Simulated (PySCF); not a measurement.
C2H3F3O, SMILES COC(F)(F)F. Geometry optimised at PBE0-D3(BJ)/def2-SVP.

Computed equilibrium geometry at PBE0-D3(BJ)/def2-SVP (PySCF confirms it by a frequency run) as Cartesian coordinates in Å, and its point group:
point group Cs.
```xyz
9

C     -0.0264     1.9368     0.0000
O     -0.7551     0.7218     0.0000
C     -0.0341    -0.4006     0.0000
F      0.7616    -0.4951     1.0727
F     -0.8599    -1.4284     0.0000
F      0.7616    -0.4951    -1.0727
H      0.6020     2.0180    -0.8999
H      0.6020     2.0180     0.8999
H     -0.7706     2.7408     0.0000
```
